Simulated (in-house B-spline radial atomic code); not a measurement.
# Ne II (Ne+): [He] 2s2 2p5

Level of theory: non-relativistic BP86, spin-polarised, spherical fractional occupations, point nucleus; calculated with an all-electron radial atomic-structure program (B-spline basis).

Screening seen three ways: the hydrogenic charge with the same mean radius, Z_r = [3n² - l(l+1)]/(2<r>), the one with the same energy, Z_e = n√(-2ε), and Slater's rules. Values are occupation-weighted means over spin.

```tsv
shell	electrons	ε (eV)	<r> (bohr)	Z_r	Z_e	Slater
1s	2	-852.84	0.1581	9.49	7.92	9.70
2s	2	-55.523	0.8657	6.93	4.04	6.20
2p	5	-32.491	0.8813	5.67	3.09	6.20
```

The least bound orbital is 2p down at -31.3 eV, and it is also the most diffuse (<r> = 0.8912 bohr).
